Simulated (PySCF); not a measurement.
Isomers of C8H16Si, from PBE0-D3(BJ)/def2-SVP geometry optimisation, gas phase (PySCF). One conformer each, no zero-point energy, no frequencies.

Problem. Which is lowest in electronic energy at this level?
A. `[SiH3:1]/[C:2]1=[CH:3]\[CH2:4][CH2:5][CH2:6][CH2:7][CH2:8][CH2:9]1` with C2–C3–C4–C5 -90°, C3–C4–C5–C6 47°, C4–C5–C6–C7 -79°, C5–C6–C7–C8 111°: A = 1613, B = 1285, C = 942.7 MHz, dipole 1.42 D
B. `[CH3:1][CH2:2][C@@H:3]1[CH2:4][C@@H:5]([CH:6]2[CH2:7][CH2:8]2)[SiH2:9]1` with C1–C2–C3–C4 -64°, C4–C5–C6–C7 154°, C2–C3–C4–C5 -149°, C3–C4–C5–C6 -97°, C5–C6–C7–C8 -113°, C4–C5–Si9–C3 -18°: A = 2676, B = 769.9, C = 706.2 MHz, dipole 0.55 D
C. Si(eta1-allyl)2Me2, `C=CC[Si](C)(C)CC=C`: A = 1790, B = 831.2, C = 717.3 MHz, dipole 0.72 D
D. `[CH2:1]1[CH2:2][CH2:3][Si:4]2([CH2:5]1)[CH2:6][CH2:7][CH2:8][CH2:9]2` with C5–C1–C2–C3 50°, C1–C2–C3–Si4 -37°, C2–C3–Si4–C5 13°, C3–Si4–C5–C1 13°: A = 2838, B = 865.3, C = 864.9 MHz, dipole 0.00 D

Solution. D. That is `C1CC[Si]2(C1)CCCC2`, 33.4 kcal/mol below the next.

```tsv
SMILES	mapped SMILES	E (Eh)	relative (kcal/mol)	relative (kJ/mol)	dipole (D)
C1CC[Si]2(C1)CCCC2	[CH2:1]1[CH2:2][CH2:3][Si:4]2([CH2:5]1)[CH2:6][CH2:7][CH2:8][CH2:9]2	-603.21559	0.0	0.0	0.00
C=CC[Si](C)(C)CC=C	–	-603.16235	33.4	139.8	0.72
[SiH3]/C1=C\CCCCCC1	[SiH3:1]/[C:2]1=[CH:3]\[CH2:4][CH2:5][CH2:6][CH2:7][CH2:8][CH2:9]1	-603.14018	47.3	198.0	1.42
CC[C@@H]1C[C@@H](C2CC2)[SiH2]1	[CH3:1][CH2:2][C@@H:3]1[CH2:4][C@@H:5]([CH:6]2[CH2:7][CH2:8]2)[SiH2:9]1	-603.13202	52.4	219.4	0.55
```

As drawn, the highest has a three-membered ring and a four-membered ring, which the lowest lacks.
